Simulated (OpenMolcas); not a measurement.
**Computed transition rates of Re⁴⁺**

```json
{"Program": "OpenMolcas 26.06", "Method": "MS-CASPT2, IPEA 0.25 Eh, imaginary shift 0.1 Eh (closed shells correlated: 5s 5p)", "Basis": "ANO-R3 [10s7p6d4f2g1h]", "Scalar Hamiltonian": "X2C, finite nucleus", "Active space": "3 electrons in 5 orbitals (5d)", "State averaging": "2S+1 = 4 even, 10 roots; 2S+1 = 2 even, 40 roots", "Spin-orbit coupling": "state interaction with AMFI integrals over the reference wave functions, term energies averaged over their components"}
```

Rates come from the transition moments of the reference wave functions (E1 and E2 in the length form). At fixed line strength A goes as λ^-3 for E1 and M1 and as λ^-5 for E2, so a rate at the computed wavelength can be rescaled to the measured one. Measured vacuum wavelengths follow from level energies in the list in Brasseur, Gamrath and Quinet, At. Data Nucl. Data Tables 157, 101636 (2024). Branching counts decays inside the model space alone, at computed energies, and the table is only a selection of the E2 and M1 lines, drawn from those between levels with measured partners whose computed energy lies within a factor of 1.5 of the measured one.

| Upper | Lower | Type | λ computed (nm) | λ measured (nm) | A computed (s-1) | A rescaled (s-1) | Branching % |
| --- | --- | --- | --- | --- | --- | --- | --- |
| 5d3 2D 5/2(2) | 5d3 4P 5/2 | M1 | 308.1 | 317 | 2.19e+01 |  | 22.4 |
| 5d3 2D 5/2(2) | 5d3 2F 5/2 | M1 | 537.3 | 546.3 | 1.80e+01 |  | 18.3 |
| 5d3 2P 1/2 [65 %] | 5d3 4P 1/2 [65 %] | M1 | 1056 | 1070 | 1.58e+01 |  | 92.4 |
| 5d3 2D 5/2(1) | 5d3 4F 7/2 | M1 | 487.1 | 505.9 | 1.57e+01 |  | 65.4 |
| 5d3 2G 7/2 | 5d3 4F 5/2 | M1 | 694.7 | 706.2 | 1.37e+01 |  | 72.7 |
| 5d3 2D 3/2(2) | 5d3 2D 5/2(1) | M1 | 411.2 | 428.9 | 1.37e+01 |  | 19.0 |
| 5d3 2D 3/2(2) | 5d3 2G 7/2 | E2 | 289 | 302.7 | 1.18e+01 | 9.36e+00 | 16.4 |
| 5d3 2D 3/2(2) | 5d3 2F 5/2 | M1 | 538.7 | 559 | 1.14e+01 |  | 15.7 |
| 5d3 2H 9/2 [56 %] | 5d3 4F 9/2 [65 %] | M1 | 1197 | 1242 | 6.96e+00 |  | 52.5 |
| 5d3 2F 7/2 | 5d3 4F 9/2 [65 %] | M1 | 423.3 | 440.3 | 6.41e+00 |  | 44.2 |
| 5d3 2H 9/2 [56 %] | 5d3 4F 7/2 | M1 | 883.5 | 909.6 | 6.29e+00 |  | 47.5 |
| 5d3 2G 7/2 | 5d3 4F 7/2 | M1 | 976.2 | 996 | 5.09e+00 |  | 27.0 |
| 5d3 4F 5/2 | 5d3 4F 3/2 | M1 | 2036 | 2061 | 4.51e+00 | 4.35e+00 | 100.0 |
| 5d3 2F 7/2 | 5d3 2G 7/2 | M1 | 611.7 | 640.5 | 4.24e+00 |  | 29.2 |
| 5d3 2F 5/2 | 5d3 4F 3/2 | M1 | 282.9 | 292.7 | 4.13e+00 |  | 31.5 |
| 5d3 2H 11/2 | 5d3 4F 9/2 [65 %] | M1 | 640.6 | 659.5 | 3.35e+00 |  | 56.0 |
| 5d3 2F 5/2 | 5d3 4P 5/2 | M1 | 722.4 | 755.3 | 2.98e+00 |  | 22.7 |
| 5d3 2D 5/2(1) | 5d3 4F 5/2 | M1 | 405.2 | 418.7 | 2.92e+00 |  | 12.1 |
| 5d3 4F 7/2 | 5d3 4F 5/2 | M1 | 2409 | 2427 | 2.64e+00 | 2.58e+00 | 100.0 |
| 5d3 2H 11/2 | 5d3 2H 9/2 [56 %] | M1 | 1377 | 1406 | 2.62e+00 | 2.46e+00 | 43.8 |
| 5d3 2F 5/2 | 5d3 2G 7/2 | M1 | 623.2 | 660.1 | 2.35e+00 |  | 17.9 |
| 5d3 2F 7/2 | 5d3 4F 5/2 | M1 | 325.3 | 335.9 | 1.94e+00 |  | 13.4 |
| 5d3 4P 1/2 [65 %] | 5d3 4F 3/2 | M1 | 675.6 | 698.1 | 1.65e+00 |  | 81.0 |
| 5d3 4P 5/2 | 5d3 4F 5/2 | M1 | 602.5 | 622.3 | 8.80e-01 |  | 11.0 |
| 5d3 4F 9/2 [65 %] | 5d3 4F 7/2 | M1 | 3369 | 3400 | 5.36e-01 | 5.21e-01 | 100.0 |

Spin-changing lines and M1 lines between different terms are not rescaled, since their strength hangs on the term gaps too.

The largest correction is for 5d3 2D 3/2(2) → 5d3 2G 7/2 (E2): 1.18e+01 × (289 / 302.7)^5 = 9.36e+00 s-1, a factor of 0.79.

The computed rate and branching of 5d3 4F 5/2 → 5d3 4F 3/2 give the upper level a radiative lifetime of 1.000 / 4.51e+00 s-1 = 2.22e-01 s, counting decays inside the model space alone. The rescaled rate gives about 2.3e-01 s.

These are rates of the free ion; in crystals, glasses and complexes forced electric-dipole and non-radiative decay shorten such lifetimes by orders of magnitude. No measured rate stands beside these. Rescaling mends the energy factor alone: line strengths can still be far off where a level mixes with configurations outside the active space, and weak or spin-changing lines hang on small mixing coefficients that depend on the term gaps too, so rescaling need not improve them.

Term energies are means over components that CASPT2 splits; among the terms shown or strongly mixed into the levels shown the widest spread is 500 cm-1 (5d3 4F). Computed and measured levels are paired by configuration, term and J; levels that our copy of the source lacks, or whose pairing is in doubt (as where it misses far off the trend of its configuration), stay unpaired. Levels of configurations outside the active space are missing.

A share in square brackets marks a mixed level and gives the weight of the term that names it. A number in round brackets counts repeated terms of one configuration in the order of the reference energies.
